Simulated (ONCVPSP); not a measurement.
Configuration tests for Ca (Z = 20) (ONCV)

```
Element                 : calcium
Generator               : ONCVPSP 4.0.1
Type                    : optimised norm-conserving Vanderbilt (ONCV)
Functional              : LDA (Perdew-Wang 92)
Relativity              : scalar-relativistic
Frozen core             : [Ne]
Valence charge          : 10
Reference configuration : 3s2 3p6 4s2
Partial waves           : 3s+4s: rc 2.00 bohr, ncon 4, nbas 8, qcut 6.2 1/bohr, 2 projectors; 3p: rc 2.00 bohr, ncon 4, nbas 7, qcut 5.5 1/bohr, 2 projectors, debl 3.4 Ha; d scattering state at 0.38 Ha: rc 1.80 bohr, ncon 4, nbas 9, qcut 4.7 1/bohr, 2 projectors, debl 1.2 Ha
Local potential         : polynomial inside 1.70 bohr (lpopt 5, dvloc0 -1 Ha)
Core correction         : polynomial model core, fcfact 0.35
```

In the d channel the program set the typed energies aside and used -0.078, 1.122 Ha.

Energies are relative to the spin-unpolarised reference configuration 3s2 3p6 4s2; without spin polarisation the order of configurations can differ from experiment.

(1) Give the all-electron excitation energy and the error of the potential for: 3s2 3p6 4s1; 3s2 3p6 4s0; 3s2 3p6 4s1.5; 3s2 3p6 4s0 4p1.

Results:

(1)

| valence configuration | charge | ΔE all-electron (eV) | error AE − PS (meV) |
| --- | --- | --- | --- |
| 3s2 3p6 4s1 | +1 | 6.458 | -0.5 |
| 3s2 3p6 4s0 | +2 | 18.403 | -3.1 |
| 3s2 3p6 4s1.5 | +0.5 | 2.564 | -0.1 |
| 3s2 3p6 4s0 4p1 | +1 | 9.578 | -3.5 |
